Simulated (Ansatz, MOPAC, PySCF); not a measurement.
Molecule: SbI₂, charge 0, multiplicity 2. SMILES: [I][Sb][I]
Geometry: optimised at B3LYP-D3(BJ)/def2-TZVP (Ansatz, an electronic-structure program).

Property: size of the dipole moment, in D. Conventions: STO-3G and 3-21G all-electron and non-relativistic; PM7 with its own dispersion and hydrogen-bond terms; UHF or UKS for open shells; dispersion terms only where a functional's name holds one; no spin-orbit coupling; def2 sets with scalar-relativistic core potentials past Kr; LANL2DZ with its own core potentials from Na on. Ab initio and DFT rows: single points at B3LYP-D3(BJ) geometries (Ansatz). Semi-empirical rows: dipoles at the shared geometry.

```json
[
 {"level": "PM6", "program": "MOPAC", "size of the dipole moment (D)": "2.03"},
 {"level": "PM7", "program": "MOPAC", "size of the dipole moment (D)": "2.11"},
 {"level": "SVWN5/LANL2DZ", "program": "Ansatz", "size of the dipole moment (D)": "1.89"},
 {"level": "PBE/3-21G", "program": "Ansatz", "size of the dipole moment (D)": "1.62"},
 {"level": "PBE/LANL2DZ", "program": "Ansatz", "size of the dipole moment (D)": "1.94"},
 {"level": "BP86/def2-SVP", "program": "PySCF", "size of the dipole moment (D)": "1.63"},
 {"level": "B3LYP/STO-3G", "program": "Ansatz", "size of the dipole moment (D)": "1.21"},
 {"level": "B3LYP/3-21G", "program": "Ansatz", "size of the dipole moment (D)": "1.90"},
 {"level": "B3LYP/def2-SVP", "program": "Ansatz", "size of the dipole moment (D)": "1.84"}
]
```

No value to compare with is used here. The 9 habitual levels span 1.21 (B3LYP/STO-3G) to 2.11 D (PM7).

The levels are drawn from those run, B3LYP/6-31G* more often than the rest, none by its result; runs whose electronic state is in doubt are left out.
